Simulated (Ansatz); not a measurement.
```yaml
atoms:
  - { symbol: C, position_ang: [0.9349, 0.0000, 0.0000] }
  - { symbol: C, position_ang: [-0.4675, 0.8097, 0.0000] }
  - { symbol: C, position_ang: [-0.4675, -0.8097, 0.0000] }
  - { symbol: H, position_ang: [1.5792, 0.0000, 0.9898] }
  - { symbol: H, position_ang: [1.5792, 0.0000, -0.9898] }
  - { symbol: H, position_ang: [-0.7896, 1.3676, -0.9898] }
  - { symbol: H, position_ang: [-0.7896, 1.3676, 0.9898] }
  - { symbol: H, position_ang: [-0.7896, -1.3676, 0.9898] }
  - { symbol: H, position_ang: [-0.7896, -1.3676, -0.9898] }
```

Basis set: def2-TZVP (spherical functions). Correlated methods keep 3 orbitals frozen. Charge 0, multiplicity 1.

Computed with Ansatz (development build ahead of 0.2.0); each method stands on the lowest determinant of its kind that the runs found. Restricted open shells among the atoms or ions are ROHF, correlated in semicanonical orbitals with singles.

Question: Give the atomization energy at this shape (free ground-state atoms in the same class of orbitals less the molecule, no zero-point energy) of singlet C₃H₆ by RHF-MP2, RHF.

Answer:

```tsv
method	atomization energy
RHF-MP2	34.76 eV
RHF	26.66 eV
```

Caution: no unrestricted run beside it, a lower state can exist; the shape is not the minimum.
